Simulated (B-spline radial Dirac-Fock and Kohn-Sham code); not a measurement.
What relativity does to the binding energies of Ge⁷⁺

System: the Ge⁷⁺ ion, [Ar] 3d7.

Both columns are ΔSCF binding energies of the configuration average from a radial B-spline solver: non-relativistic Hartree-Fock with a point nucleus, and Dirac-Fock with a finite nucleus and the Coulomb interaction alone, averaged over the two j levels with weights 2j+1.

| shell | Hartree-Fock (eV) | Dirac-Fock (eV) | shift (eV) | shift (%) |
| --- | --- | --- | --- | --- |
| 1s | 11133.8 | 11291.1 | +157.26 | +1.41 |
| 2s | 1550.8 | 1585.9 | +35.10 | +2.26 |
| 2p | 1387.9 | 1395.9 | +8.01 | +0.58 |
| 3s | 328.3 | 334.7 | +6.34 | +1.93 |
| 3p | 271.7 | 273.3 | +1.62 | +0.60 |
| 3d | 178.6 | 177.8 | -0.87 | -0.49 |

Relativity binds 1s, 2s, 2p, 3s, 3p more strongly, among those listed most of all 2s in relative terms, and 3d more weakly, because the contracted s and p shells screen the nucleus better.

Values without a named source are computed, but for edge energies of neutral atoms, which are taken from tables.
